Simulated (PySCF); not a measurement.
**C₆ coefficients of unlike pairs at PBE**

Calculated with PySCF 2.14 from the dipole response of each species, C₆(A,B) = (3/π) ∫ α_A(iu) α_B(iu) du, in atomic units, from isotropic polarisabilities. For ions this is the dispersion term alone; charge-induced terms of lower order in 1/R come first.

| species | configuration | basis | relativity | α (bohr³) | C₆ (like pair) |
| --- | --- | --- | --- | --- | --- |
| Xe²⁺ | [Kr] 4d10 5s2 5p4 (3P) | def2-QZVPPD with the def2 core potential (28 electrons) (8s7p5d4f1g) | core potential | 12.86 | 92.53 |
| O²⁺ | [He] 2s2 2p2 (3P) | aug-cc-pV5Z (7s6p5d4f3g2h) | none | 1.748 | 2.340 |
| Cl⁺ | [Ne] 3s2 3p4 (3P) | dyall-av2z (13s9p2d) | none | 8.611 | 41.88 |
| Ge³⁺ | [Ar] 3d10 4s1 (2S) | def2-TZVPPD (7s5p5d1f) | none | 6.267 | 13.59 |

Estimate C₆ for Cl⁺ with Xe²⁺.

The integral gives 62.11. The combination rule 2 C_A C_B / (C_A α_B/α_A + C_B α_A/α_B) gives 62.25 and the geometric mean 62.25.

No spin-orbit coupling is included.

The other pairs:

| pair | C₆ |
| --- | --- |
| Ge³⁺, Xe²⁺ | 34.72 |
| Ge³⁺, O²⁺ | 5.286 |
| Cl⁺, O²⁺ | 9.681 |
| O²⁺, Xe²⁺ | 14.50 |
| Ge³⁺, Cl⁺ | 23.36 |
